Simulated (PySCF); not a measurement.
**Calculated NMR parameters of trans-cinnamaldehyde**

```yaml
Formula: C9H8O
SMILES: O=C/C=C/c1ccccc1
InChI: InChI=1S/C9H8O/c10-8-4-7-9-5-2-1-3-6-9/h1-8H/b7-4+
Point_group_of_the_computed_structure: Cs
Degrees_of_unsaturation: 6
Carbon_signals: 7
Proton_signals: 6
```

Numbering as in the mapped SMILES `[O:1]=[CH:2]/[CH:3]=[CH:4]/[c:5]1[cH:6][cH:7][cH:8][cH:9][cH:10]1`. Hydrogens are named by the atom that carries them.

Theory: shielding tensors at PBE0/pcSseg-1 (GIAO), GFN2-xTB structure, in PySCF 2.14 (in vacuum, no relativistic terms, equivalent nuclei averaged, single conformer).

δ = σ(ref) − σ, references computed at the same level: TMS for ¹H (σref 31.72), ¹³C (σref 186.93); ¹⁷O (σref 336.08) vs H2O.

| carbon | δC, type | δH (multiplicity) | HMBC from (2–3 bonds) | span of the C tensor (ppm) |
| --- | --- | --- | --- | --- |
| C2 | 196.5, CH | 9.98 (d) | H(C4), H(C3) | 182 |
| C3 | 133.8, CH | 6.99 (m) | H(C2), H(C4) | 181 |
| C4 | 159.5, CH | 7.25 (d) | H(C2), H(C6)/H(C10), H(C3) | 223 |
| C5 | 139.5, C | – | H(C6)/H(C10), H(C7)/H(C9), H(C4), H(C3) | 226 |
| C6/C10 | 135.2, CH | 7.97 (d) | H(C6)/H(C10), H(C7)/H(C9), H(C8), H(C4) | 223 |
| C7/C9 | 134.8, CH | 7.77 (m) | H(C6)/H(C10), H(C7)/H(C9), H(C8) | 237 |
| C8 | 137.7, CH | 7.74 (m) | H(C6)/H(C10), H(C7)/H(C9) | 239 |

Other nuclei:
| atoms | nucleus | environment | δ (ppm) | σ (ppm) |
| --- | --- | --- | --- | --- |
| O1 | ¹⁷O | aldehyde oxygen | 700.8 | -364.7 |

Carbon types of the structure: 1 × C, 8 × CH, which accounts for all hydrogens. δC 196.5: aldehyde carbonyl carbon; low-lying n→π* states of the double bond to the heteroatom give a large paramagnetic term (-258 ppm). δC 159.5: β carbon of a C=C–C=O unit; conjugation with the carbonyl draws π density from the β position. δC 137.7, 135.2, 134.8: aromatic CH; the aromatic region. δC 133.8: α carbon of a C=C–C=O unit; an sp2 carbon of a C=C bond. δH 9.98: hydrogen on an aldehyde carbonyl carbon; the C=O anisotropy and electron withdrawal place aldehyde protons far downfield.

Shifts are as computed. Against solution values, carbons near 30 ppm lie about +3 ppm off and those near 130 ppm about +5 ppm. Of 1211 compounds with measured shifts, 218 miss one by over three times the rms of a fit or turn the order of signals round; such compounds aren't used in these exercises. Unscaled 17O shifts of doubly bonded oxygen tend to come out too high, by tens of ppm or more. Experimental scales use liquid or dissolved standards, which lie at an offset from isolated H2O (liquid H2O: subtract about 36 ppm). Multiplicities follow the n + 1 count of equivalent neighbours, as no J values were calculated; m marks all less simple cases, F and P coupling included.
